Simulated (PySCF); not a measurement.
# Field gradients at the hydrogen positions

C4H13NSi2.
Geometry (GFN2-xTB, Å), atoms numbered from 1 in this order:
```xyz
20
C4H13NSi2 angstrom
Si     3.328    0.369    0.110
N      2.332   -1.023   -0.163
Si     0.696   -1.147   -0.724
C     -0.235    0.404   -0.154
C     -1.686    0.375   -0.561
C     -2.717    1.118    0.236
C     -2.677   -0.382    0.268
H      3.411    1.203   -1.094
H      2.757    1.153    1.207
H      4.648   -0.155    0.464
H      2.828   -1.898   -0.179
H      0.645   -1.245   -2.192
H      0.137   -2.367   -0.131
H     -0.170    0.499    0.930
H      0.239    1.295   -0.573
H     -1.835    0.346   -1.634
H     -2.390    1.652    1.117
H     -3.532    1.600   -0.283
H     -2.320   -0.858    1.169
H     -3.465   -0.928   -0.226
```

Level: PBE0/pcSseg-1 (PySCF, non-relativistic); Q(2H) = 0.00286 b; rigid geometry, the same for H and D, with no vibrational averaging.

Question: Rank these positions by the coupling χzz of a deuteron there, largest first.
A. H15 (methylene hydrogen)
B. H19 (methylene hydrogen)
C. H16 (methine hydrogen)
D. H11 (N–H hydrogen)
E. H9 (Si–H hydrogen)

Answer: D (294 kHz), B (223 kHz), C (215 kHz), A (208 kHz), E (108 kHz).

Question: Give the electric field gradient Vzz (the principal value of largest size), its asymmetry and the 2H coupling at each hydrogen.

Answer: 
```tsv
atom	bonded to	bond length (Å)	Vzz (au)	η	χzz (kHz)
H8	Si1	1.467	0.1584	0.03	106
H9	Si1	1.465	0.1604	0.03	108
H10	Si1	1.463	0.1611	0.04	108
H11	N2	1.006	0.4374	0.16	294
H12	Si3	1.472	0.1547	0.01	104
H13	Si3	1.467	0.1586	0.03	107
H14	C4	1.091	0.3111	0.04	209
H15	C4	1.093	0.3101	0.03	208
H16	C5	1.084	0.3206	0.09	215
H17	C6	1.080	0.3313	0.08	223
H18	C6	1.080	0.3321	0.07	223
H19	C7	1.080	0.3322	0.07	223
H20	C7	1.080	0.3328	0.07	224
```

Question: Average by the element that carries the hydrogen.

Answer: on Si: 107 kHz over 5 positions, mean bond length 1.467 Å; on N: 294 kHz over 1 position, mean bond length 1.006 Å; on C: 218 kHz over 7 positions, mean bond length 1.084 Å.

Question: Give the 2H NMR doublet splittings at H8 for a magnetic field along the z, y and x axes of the gradient: 3χ/2, 3χ(1 + η)/4, 3χ(1 − η)/4.

Answer: With |χ| = 106.5 kHz and η = 0.027: 160, 82 and 78 kHz, to first order and without motion.

One conformer (not necessarily the lowest) at the GFN2-xTB geometry, without solvent, vibrations or thermal averaging. GFN2-xTB bond lengths can be off by several hundredths of an ångström, more for odd bonds, and the gradients follow them. The small basis limits the accuracy of the gradients.
